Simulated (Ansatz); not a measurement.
`O[SiH2][SiH]([SiH3])S`. Total charge 0; spin multiplicity 1. The geometry is a stationary point of PBE0-D4/def2-TZVP. It is one conformer, not always the lowest.

```xyz
13

O     2.036   -0.924   -1.595
Si    0.444   -0.475   -1.512
Si    0.263    0.642    0.533
Si   -1.942    0.696    1.306
S     1.408   -0.508    1.941
H     2.310   -1.479   -2.327
H     0.063    0.390   -2.666
H    -0.448   -1.670   -1.538
H     0.778    2.037    0.412
H    -1.999    1.231    2.692
H    -2.757    1.571    0.420
H    -2.515   -0.676    1.291
H     2.357   -0.835    1.044
```

Question: What is the dipole moment at PBE/def2-TZVPP? (An estimate is asked.)

Answer: Computed: 2.08 D, with components (0.19, -0.59, -1.99) D in this frame, pointing from negative to positive charge.

Question: And with r2SCAN, B3LYP, ωB97M-V? (Estimate.)

Answer: Ansatz gave: r2SCAN 2.17 D, B3LYP 2.16 D, ωB97M-V 2.18 D.

Question: Give the Mulliken charges with PBE, ωB97M-V, B3LYP in def2-TZVPP. (Estimate.)

Answer: Computed: 
```tsv
atom	PBE	ωB97M-V	B3LYP
O1	-0.36	-0.39	-0.40
Si2	0.32	0.31	0.39
Si3	0.20	0.13	0.23
Si4	0.10	0.04	0.15
S5	-0.26	-0.26	-0.29
H6	0.19	0.17	0.18
H7	-0.08	-0.05	-0.09
H8	-0.07	-0.04	-0.08
H9	-0.06	-0.02	-0.07
H10	-0.03	-0.01	-0.05
H11	-0.04	-0.02	-0.06
H12	-0.03	-0.01	-0.05
H13	0.13	0.14	0.13
```

B3LYP here is the variant with VWN-RPA as its local correlation; programs differ in this.
